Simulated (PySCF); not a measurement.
H₈N₂OSi₂, SMILES O[Si@@H](N[SiH3])N. Coordinates come from a B3LYP-D3(BJ)/def2-SVP optimisation. The structure was generated by enumeration; whether it is a known compound was not checked. Other conformers were not sampled.

Question: Give the equilibrium geometry at B3LYP-D3(BJ)/def2-SVP (PySCF confirms it by a frequency run) as Cartesian coordinates in Å. (Estimate from the structure and the level; the computed values follow.)

Answer: One answer among several that fit: 
```xyz
13

N     -1.3094     0.8182     0.9086
Si    -0.8442     0.0886    -0.5802
O     -0.7414     1.0598    -1.9377
N      0.7738    -0.4656    -0.3492
Si     1.5238    -0.8210     1.1860
H     -0.8063     1.6062     1.3047
H     -2.2549     0.7498     1.2683
H     -1.8846    -0.9515    -0.8260
H     -1.5737     1.2541    -2.3838
H      1.3630    -0.5268    -1.1756
H      0.7033    -1.7651     1.9976
H      2.8457    -1.4519     0.8954
H      1.7728     0.3920     2.0242
```
